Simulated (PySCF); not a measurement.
TPSSh on H⁻ (hydrogen, charge -1), 1s2, closed-shell 1S. All numbers are calculated (PySCF 2.14, the non-relativistic Hamiltonian (point nucleus), in dyall-acv3z (10s3p2d, 29 functions)).

```
cycle= 1 E= -0.528828107106215  delta_E= -0.00063  |g|= 0.00166  |ddm|= 0.128
cycle= 2 E= -0.528834484233975  delta_E= -6.38e-06  |g|= 0.00208  |ddm|= 0.028
cycle= 3 E= -0.528842606396104  delta_E= -8.12e-06  |g|= 0.000328  |ddm|= 0.00564
cycle= 4 E= -0.52884275841332  delta_E= -1.52e-07  |g|= 0.000113  |ddm|= 0.00183
cycle= 5 E= -0.52884278138883  delta_E= -2.3e-08  |g|= 9.93e-07  |ddm|= 0.000325
cycle= 6 E= -0.528842781390013  delta_E= -1.18e-12  |g|= 7.71e-08  |ddm|= 1.4e-06
converged SCF energy = -0.528842781390013  <S^2> = -2.6645353e-15  2S+1 = 1
```

Highest occupied orbital energy: 1.306 eV; ⟨L²⟩ = 0.00; populations by l: s 2.00, p 0.00, d 0.00.

Question: Can this result be used?

Answer: With care. The calculation finished and met its thresholds. At TPSSh the highest occupied level has a positive energy, so only the finite basis holds that electron; in a semilocal or global hybrid functional this comes from self-interaction and does not mean that the real anion is unbound.
